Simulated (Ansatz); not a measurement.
Calculation: frozen-core CCSD(T)/cc-pVTZ // CAM-B3LYP-D3(BJ)/def2-TZVP run with Ansatz (an electronic-structure program).

Ansatz 0.2 input:
```yaml
crystal:
  periodic: [false, false, false]
  atoms:
    - { symbol: S, position_ang: [2.230165, -1.071894, 0.04617] }
    - { symbol: Al, position_ang: [0.216816, -0.271862, -0.067101] }
    - { symbol: S, position_ang: [-0.060125, 1.852842, -0.440423] }
    - { symbol: S, position_ang: [-1.418294, -1.675737, 0.206139] }
    - { symbol: H, position_ang: [2.807097, 0.118466, -0.176192] }
    - { symbol: H, position_ang: [-1.399209, 1.798538, -0.414435] }
    - { symbol: H, position_ang: [-2.376453, -0.750354, 0.058148] }
basis:
  gaussian: { orbitals: cc-pVTZ }
correlation:
  method: ccsd_t
```

Output:

```
Functional definition: HF
1025 factors; integrals over basis functions are off by at most 1.3e-3 eV
mean field evaluation 1: about -39086.4165 eV, gradient 2.0e1 eV
mean field evaluation 2: about -39086.6375 eV, gradient 2.1e1 eV
mean field evaluation 4: about -39088.3933 eV, gradient 2.5e0 eV
mean field evaluation 8: about -39088.4418 eV, gradient 1.8e-1 eV
mean field evaluation 16: about -39087.8674 eV, gradient 8.1e0 eV
mean field -39088.44200030 eV, -1436.4737484133 hartree, gradient 9.1e-6 eV, S^2 0.000000; 0 other end points of the search recorded, 0 dependent functions left out
20 core orbitals not correlated
reference -39088.44200030 eV, -1436.4737484133 hartree; 12, 12 occupied and 146, 146 virtual orbitals, 1025 factors
second order -16.36403399 eV of doubles, -0.00000000 eV of singles
cycle   1  -17.41002179 eV  change    -1.0e0 eV  update   8.8e-2
cycle   2  -17.83442102 eV  change   -4.2e-1 eV  update   2.6e-2
cycle   3  -17.89424098 eV  change   -6.0e-2 eV  update   1.1e-2
cycle   4  -17.88908760 eV  change    5.2e-3 eV  update   2.9e-3
cycle   5  -17.88770677 eV  change    1.4e-3 eV  update   9.9e-4
cycle   6  -17.88736031 eV  change    3.5e-4 eV  update   2.9e-4
cycle   7  -17.88731937 eV  change    4.1e-5 eV  update   9.1e-5
cycle   8  -17.88734839 eV  change   -2.9e-5 eV  update   2.8e-5
perturbative correction -0.83050188 eV, -0.0305203812 hartree
Total energy: -39107.15985057 eV, -1437.1616167234 hartree
```

Cost: about 50 core-seconds (a rough figure).
